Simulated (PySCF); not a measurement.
An unknown shows these calculated signals:

1H NMR (300 MHz, computed): δ 7.02 (m, 1H), 6.95 (m, 1H), 5.47 (d, 1H), 4.74 (m, 1H), 4.51 (m, 1H), 3.90 (s, 3H), 2.07 (s, 3H).

13C{1H} NMR (computed): δ 159.4 (CH), 157.8 (CH), 115.4 (C), 80.8 (C), 52.4 (CH3), 6.2 (CH3).

PySCF 2.14 calculation with structure optimised with GFN2-xTB and shieldings: GIAO PBE0/pcSseg-1; a single conformation, gas phase, no relativistic terms, one averaged value for each set of equivalent atoms.

Chemical shifts δ = σref − σ; TMS for 1H and 13C, all at this level.

Task: Which of these does the molecule contain: an ester, a (CH3)2CH unit, a C≡C triple bond, a Si–H bond, a non-aromatic C=C double bond, a ketone?

Result: 
- An ester: no.
- A (CH3)2CH unit: no.
- A C≡C triple bond: yes (δC 115.4, 80.8).
- A Si–H bond: yes (δH 4.51 (m), 4.74 (m)).
- A non-aromatic C=C double bond: yes.
- A ketone: no.

The data belong to SMILES CC#C[SiH2]/C=C/[Si@@H](Cl)OC, C$_{6}$H$_{11}$ClOSi$_{2}$; they needn't prove each group on their own.

Carbon signals by region: 3 in the sp2 and nitrile region (100–160 ppm), 2 at 50–100 ppm, 1 below 50 ppm.

Shifts are as computed. Against solution values, carbons near 30 ppm lie about +3 ppm off and those near 130 ppm about +5 ppm. Of 1211 compounds with measured shifts, 218 miss one by over three times the rms of a fit or turn the order of signals round; such compounds aren't used in these exercises. Multiplicities follow the n + 1 count of equivalent neighbours, as no J values were calculated; m marks all less simple cases, F and P coupling included.
